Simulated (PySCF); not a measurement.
Computed IR spectrum (relative IR intensity) of a molecule C₂H₅BO₂. Coordinates come from a PBE-D3(BJ)/def2-SVP optimisation. One conformer was computed; it need not be the lowest. Level of theory: PySCF 2.14.0 with PBE-D3(BJ)/def2-SVP. Harmonic, unscaled wavenumbers; measured fundamentals usually lie a few per cent lower.

Lines under 2 % of the strongest are left out, and lines within 2 cm⁻¹ are merged.

ν (cm⁻¹): 398 (w), 478 (vs), 485 (w), 566 (w), 708 (m), 749 (w), 958 (w), 976 (vs), 1009 (m), 1240 (m), 1317 (s), 1398 (vs), 1423 (vs), 1645 (m), 3041 (w), 3059 (w), 3153 (w), 3732 (m), 3762 (m) (against the strongest line: vs over 80 %, s over 45 %, m over 15 %, w over 4 %, vw less)

Q: Which structure fits?
A) C=CB(O)O
B) BOC(C)=O
C) CB1OCO1
D) OB1COC1

A: A, C=CB(O)O
